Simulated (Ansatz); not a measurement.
Ansatz (a first-principles code) input (PBE0/def2-TZVP):

Ansatz 0.2 input:
```yaml
crystal:
  periodic: [false, false, false]
  atoms:
    - {symbol: C, position_ang: [-2.18910078, 0.36274567, -0.13749745]}
    - {symbol: C, position_ang: [-0.85669185, -0.17408258, 0.19336649]}
    - {symbol: O, position_ang: [0.20280012, 0.60195138, -0.20872666]}
    - {symbol: C, position_ang: [1.46079626, 0.11001104, -0.09343908]}
    - {symbol: O, position_ang: [1.74930725, -0.97526355, 0.32005058]}
    - {symbol: H, position_ang: [-2.38110981, 0.35651994, -1.22010480]}
    - {symbol: H, position_ang: [-2.96252823, -0.23797715, 0.34043826]}
    - {symbol: H, position_ang: [-2.29666517, 1.39838329, 0.19785954]}
    - {symbol: H, position_ang: [-0.63268146, -1.19496681, 0.45831838]}
    - {symbol: H, position_ang: [2.16610394, 0.87249321, -0.44168239]}
basis:
  gaussian:
    orbitals: def2-TZVP
hamiltonian:
  xc: {name: PBE0}
magnetization: {spin_polarized: true, initial_magnetization: 1}
```

Output:

```
Functional definition: PBE0
integrals: 0.08 GiB planned
1062 factors; their error is unknown
mean field: 1.06 GiB planned
mean field evaluation 1: about -7272.8778 eV, gradient 4.2e1 eV
mean field evaluation 2: about -7267.4332 eV, gradient 5.7e1 eV
mean field evaluation 4: about -7279.7213 eV, gradient 3.4e0 eV
mean field evaluation 8: about -7279.7651 eV, gradient 1.4e-1 eV
mean field evaluation 16: about -7279.7687 eV, gradient 7.1e-4 eV
mean field -7279.76874559 eV, -267.5265669960 hartree, gradient 5.2e-5 eV, S^2 0.755325; 0 other end points of the search recorded, 0 dependent functions left out
reference -7279.76877422 eV, -267.5265680481 hartree; 20, 19 occupied and 165, 166 virtual orbitals, 1062 factors
Total energy: -7279.76877422 eV, -267.5265680481 hartree
```

It need not be the lowest isomer of its formula.
